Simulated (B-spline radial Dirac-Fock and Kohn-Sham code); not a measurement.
**Compton profile of Hf⁵⁷⁺**

System: hafnium as Hf⁵⁷⁺, 1s2 2s2 2p6 3s2 3p3.

Input file task.json (cfg lists n, l and occupation; rrms is the nuclear radius in fm):

```json
{"items": [{
  "Z": 72,
  "q": 57,
  "cfg": [[1, 0, 2], [2, 0, 2], [2, 1, 6], [3, 0, 2], [3, 1, 3]],
  "A": 180,
  "rrms": 5.347,
  "do": ["scatter"],
  "s": [0.0, 0.05, 0.1, 0.15, 0.2, 0.25, 0.3, 0.35, 0.4, 0.45, 0.5, 0.6, 0.7, 0.8, 0.9, 1.0, 1.1, 1.2, 1.4, 1.6, 1.8, 2.0, 2.5, 3.0, 3.5, 4.0, 5.0, 6.0],
  "pz": [0, 0.1, 0.2, 0.3, 0.4, 0.5, 0.6, 0.8, 1.0, 1.2, 1.4, 1.6, 1.8, 2.0, 2.5, 3.0, 4.0, 5.0, 7.0, 10.0, 15.0, 20.0, 30.0, 40.0, 60.0, 100.0],
  "hv_scatter": [1000, 2000, 5000, 20000, 50000, 100000, 200000, 1000000]
}]}
```

Run with: `python xray_run.py task.json out`

The computed values come from a radial finite-basis atomic code: the impulse approximation on relativistic Hartree-Fock (Dirac-Fock) wave functions, averaged over the configuration. pz is in atomic units of momentum; subshell profiles are per electron, for a selection of subshells; open shells are spread over both j values by their weights.

| pz | J total | J 2p1/2 | J 2p3/2 | J 3p3/2 |
| --- | --- | --- | --- | --- |
| 0 | 0.4887 | 0.0180 | 0.0198 | 0.0453 |
| 0.5 | 0.4876 | 0.0180 | 0.0198 | 0.0453 |
| 0.6 | 0.4872 | 0.0180 | 0.0198 | 0.0453 |
| 0.8 | 0.4860 | 0.0180 | 0.0198 | 0.0453 |
| 1 | 0.4844 | 0.0180 | 0.0198 | 0.0453 |
| 1.2 | 0.4826 | 0.0180 | 0.0198 | 0.0453 |
| 1.4 | 0.4804 | 0.0180 | 0.0198 | 0.0453 |
| 1.6 | 0.4779 | 0.0180 | 0.0198 | 0.0452 |
| 1.8 | 0.4751 | 0.0180 | 0.0198 | 0.0452 |
| 2 | 0.4720 | 0.0180 | 0.0198 | 0.0452 |
| 2.5 | 0.4630 | 0.0180 | 0.0198 | 0.0450 |
| 3 | 0.4523 | 0.0180 | 0.0198 | 0.0447 |
| 4 | 0.4269 | 0.0180 | 0.0197 | 0.0435 |
| 5 | 0.3977 | 0.0180 | 0.0197 | 0.0414 |
| 7 | 0.3350 | 0.0178 | 0.0195 | 0.0343 |
| 10 | 0.2516 | 0.0173 | 0.0187 | 0.0202 |
| 15 | 0.1658 | 0.0152 | 0.0160 | 0.00520 |
| 20 | 0.1173 | 0.0122 | 0.0122 | 0.00243 |
| 30 | 0.05830 | 0.00628 | 0.00556 | 0.00195 |
| 40 | 0.03001 | 0.00281 | 0.00219 | 0.000890 |
| 60 | 0.01016 | 0.000566 | 0.000347 | 0.000137 |
| 100 | 0.002018 | 4.47e-05 | 1.78e-05 | 6.43e-06 |

J(0) = 0.4887. The 3s1/2 subshell gives the largest part, 30 %.

Mean momentum ⟨p⟩ by subshell (a.u.): 1s1/2 74.0, 2s1/2 26.9, 2p1/2 35.3, 2p3/2 31.6, 3s1/2 15.1, 3p1/2 17.8, 3p3/2 16.8.
